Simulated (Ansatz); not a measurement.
The C4–H7 bond of C2H6Se (SMILES CC[SeH]) is stretched (multiplicity 1, the rest rigid).
Geometry at rest (charge 0, multiplicity 1):
```xyz
9

Se    -0.55498    -0.21214     0.55361
H     -1.52607    -0.05920    -0.54272
C      1.03209    -0.24791    -0.62910
C      1.24880     1.03704    -1.40772
H      0.93382    -1.11105    -1.28409
H      1.85619    -0.44344     0.05686
H      1.34458     1.89203    -0.73829
H      0.41579     1.23333    -2.08444
H      2.15980     0.96633    -2.00926
```

Correlated levels freeze the cores. Filled d and f shells under p-block atoms count as core.

Run with Ansatz (Gaussian orbitals). 

FIC-MRCISD+Q on CASSCF(2,2)/cc-pVDZ, total energies (hartree):

```tsv
R (Å)	CASSCF	MRCISD	weight c² of the reference
1.090	-2479.056816	-2479.446772	0.87254
1.908	-2478.955867	-2479.337371	0.87222
3.488	-2478.896763	-2479.272796	0.87311
```

**Question.** Add the Davidson correction (E_MRCISD − E_CASSCF)(1 − c²)/c² and give the energies above the first point at the three levels.

**Answer.** 
Corrections (hartree): -0.056963, -0.055892, -0.054647. Above the first point (kcal/mol):
- R = 1.908 Å: CASSCF 63.3, MRCISD 68.7, with the correction 69.3
- R = 3.488 Å: CASSCF 100.4, MRCISD 109.2, with the correction 110.6

Ansatz is a program for electronic structure.
